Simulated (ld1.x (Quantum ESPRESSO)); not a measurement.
# Before and after: TM potential for Si

| Quantity | Value |
| --- | --- |
| Element | Si |
| Generator | ld1.x (Quantum ESPRESSO) 7.5 |
| Type | norm-conserving Troullier–Martins (Kleinman–Bylander form) |
| Functional | LDA (PZ) |
| Relativity | scalar-relativistic |
| Frozen core | [Ne] |
| Valence charge | 4 |
| Reference configuration | 3s1.75 3p2.25 |
| Partial waves | 3s (bound): rc 1.70 bohr; 3p (bound): rc 1.60 bohr |
| Local potential | all-electron potential smoothed inside 1.55 bohr (lloc = -1) |
| Core correction | none |

All-electron outer shells of the reference configuration (LDA (PZ), scalar-relativistic, ld1.x):

```tsv
shell	level (eV)	outermost node (bohr)	outermost maximum (bohr)
2s	-139.15	0.15	0.45
2p	-96.01	–	0.39
3s	-11.08	0.72	1.77
3p	-4.32	0.72	2.14
```

Change: fully relativistic.

Cutoffs: the cutoffs (Ry, on a coarse ladder) from which the occupation-weighted sum of valence levels, in a spherical-Bessel basis at the reference potential, stays within 10 and 1 mRy of its value at 400 Ry; they do not see the model core or the augmentation charge, which bear on the density cutoff. Errors are all-electron minus pseudo energies relative to the spin-unpolarised reference configuration.

Question: How do hardness, ghosts and transferability respond?

Answer: The potential gets neither clearly harder nor softer (18 Ry and 45 Ry → 18 Ry and 45 Ry); the number of tests with a reliable result goes from 9 to 7; the errors of the 7 common tests hardly move; neither file shows a bound ghost.

| quantity | base | changed |
| --- | --- | --- |
| cutoff, loose | 18 Ry | 18 Ry |
| cutoff, tight | 45 Ry | 45 Ry |
| bound ghosts | none | none |
| error for 3s2 3p2, meV [ΔE -1.68 eV] | +0.4 | +0.4 |
| error for 3s2 3p1, meV [ΔE 6.14 eV] | +3.2 | +3.6 |
| error for 3s2 3p0, meV [ΔE 22.26 eV] | +35 | +36 |
| error for 3s0 3p4, meV [ΔE 12.09 eV] | +18 | +18 |
| error for 3s2 3p1.5, meV [ΔE 1.28 eV] | +0.4 | +0.6 |
| error for 3s1 3p0, meV [ΔE 56.40 eV] | +226 | +228 |
| error for 3s1 3p2, meV [ΔE 13.56 eV] | +15 | +15 |
| s: phases at 1.85 bohr within 0.05 rad from the reference energy up to (Ry; the scan ends near 5) | 1.8 | 1.8 |
